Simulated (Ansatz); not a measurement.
Frontier orbitals of C3H7BO (`CC1CB1O`).

```
atom   x (Å)   y (Å)   z (Å)
  C1   1.100   0.858  -0.804
  C2   0.196   0.507   0.352
  C3  -1.264   0.001   0.039
  B4  -0.230  -0.910   0.689
  O5   0.125  -2.113   1.165
  H6   2.145   0.907  -0.487
  H7   1.039   0.108  -1.598
  H8   0.834   1.825  -1.245
  H9   0.223   1.229   1.167
 H10  -2.070   0.459   0.605
 H11  -1.507  -0.116  -1.015
 H12  -0.591  -2.754   1.132
```

Total charge 0; spin multiplicity 1. All single points use the PBE0-D4/def2-TZVP geometry. It is one conformer, not always the lowest. Basis def2-TZVPP, Ansatz 0.2.0.

```csv
functional,HOMO (eV),LUMO (eV),gap (eV)
PBE,-5.51,-0.90,4.61
revPBE,-5.45,-0.79,4.66
r2SCAN,-5.72,-0.50,5.22
PBE0,-6.81,0.12,6.93
B3LYP,-6.63,-0.12,6.51
CAM-B3LYP,-8.24,1.22,9.46
ωB97X-V,-9.22,2.33,11.55
ωB97M-V,-9.10,1.96,11.06
```

A quarter of exact exchange (PBE0) shifts PBE's HOMO by −1.30 eV and its LUMO by +1.02 eV; full exchange at long range (ωB97M-V) shifts them by −3.59 and +2.86 eV. The gap opens from 4.61 to 11.06 eV, since occupied levels lose self-interaction and empty ones feel all the electrons. A positive LUMO is unbound and depends on the basis.

B3LYP here is the variant with VWN-RPA as its local correlation; programs differ in this.
